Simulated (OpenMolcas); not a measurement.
A calculation on P+.

| Quantity | Value |
| --- | --- |
| Program | OpenMolcas |
| Method | CASSCF |
| Basis | ANO-RCC-VTZP [5s4p2d1f] |
| Scalar Hamiltonian | DKH2, point nucleus |
| Active space | 2 electrons in 3 orbitals (3p) |
| State averaging | 2S+1 = 3 even, 3 roots; 2S+1 = 1 even, 6 roots |
| Spin-orbit coupling | RASSI with atomic mean-field integrals over the reference wave functions, term energies averaged over their components |

(1) Which level of the active space comes out lowest?

(2) How high does 3s2 3p2 3P2 lie?

(3) How high does 3s2 3p2 1D2 lie?

(4) How high does 3s2 3p2 1S0 lie?

Measured values: NIST Handbook of Basic Atomic Spectroscopic Data.

Results:

(1) 3s2 3p2 3P0, with 100 % of that term; it is also the measured ground level.

(2) 420 cm-1 above the lowest level; measured 469 cm-1 above the ground level, so the calculation is off by -10 %.

(3) 11618 cm-1 above the lowest level; measured 8882 cm-1 above the ground level, so the calculation is off by +31 %.

(4) 28387 cm-1 above the lowest level; measured 21576 cm-1 above the ground level, so the calculation is off by +32 %.

Without dynamic correlation excited terms often stand tens of per cent too high (terms of higher spin than the ground term too low), and those without a measured partner can miss by more than the paired ones. With the s shell closed, the reference lacks s² → p² mixing. Measured partners are found by configuration, term and J. A level has none where our copy of the source lacks it or the pairing is in doubt (some pairs that miss far off the trend of their configuration count as doubtful), and it then counts in no deviation. Levels of configurations outside the active space are missing.
